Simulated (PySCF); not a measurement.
Simulated outer-valence photoelectron spectrum of `C=CC[SeH]`. The calculation used EOM-IP-CCSD/aug-cc-pVDZ in PySCF, restricted Hartree–Fock reference, frozen core, non-relativistic, gas phase, PBE0-D3(BJ)/def2-SVP geometry.

Each root has a Gaussian of 0.5 eV full width with its one-hole share as area; cross sections and vibrations are left out, and the highest printed point is 100.

```
ionisation energy (eV)  intensity
                   8.0          0
                   8.2          6
                   8.4         33
                   8.6         81
                   8.8         83
                   9.0         34
                   9.2          7
                   9.4          9
                   9.6         44
                   9.8         88
                  10.0         74
                  10.2         25
                  10.4          4
                  10.6          0
                  10.8          0
                  11.0          0
                  11.2          4
                  11.4         28
                  11.6         76
                  11.8         86
                  12.0         40
                  12.2         11
                  12.4         25
                  12.6         73
                  12.8        100
                  13.0         95
                  13.2         99
                  13.4         67
                  13.6         27
                  13.8         41
                  14.0         84
                  14.2         77
                  14.4         32
                  14.6         29
                  14.8         73
                  15.0         87
                  15.2         43
                  15.4          9
                  15.6          1
                  15.8          9
                  16.0         43
                  16.2         85
                  16.4         70
                  16.6         24
                  16.8          3
                  17.0          0
```

Where are the maxima, and how many lines lie under the curve?

8 maxima, at 8.7, 9.9, 11.7, 12.8, 13.2, 14.1, 14.9 and 16.3 eV, from 8 lines.

List the lines with their holes.

```csv
E (eV),leading hole (HF orbital),area,Koopmans (eV)
8.70,HOMO,0.96,9.13
9.86,HOMO-1,0.96,9.95
11.73,HOMO-2,0.95,12.36
12.75,HOMO-3,0.95,13.88
13.23,HOMO-4,0.95,13.98
14.08,HOMO-5,0.94,15.38
14.94,HOMO-6,0.94,16.50
16.26,HOMO-7,0.93,17.86
```

The widest gap, 1.87 eV, lies between 9.86 and 11.73 eV. Only orbitals with −ε under 21 eV, eight at most, were ionised, so the high end of the curve may lack lines.

On one thread, Arm Neoverse V2 (aarch64), no GPU, on a shared host, this took 6.2 min and 2.9 GiB of memory at its peak.

Conformer computed: `[CH2:1]=[CH:2][CH2:3][SeH:4]`: C1–C2–C3–Se4 -117°, H–Se4–C3–C2 58°.

One conformer stands for the species.
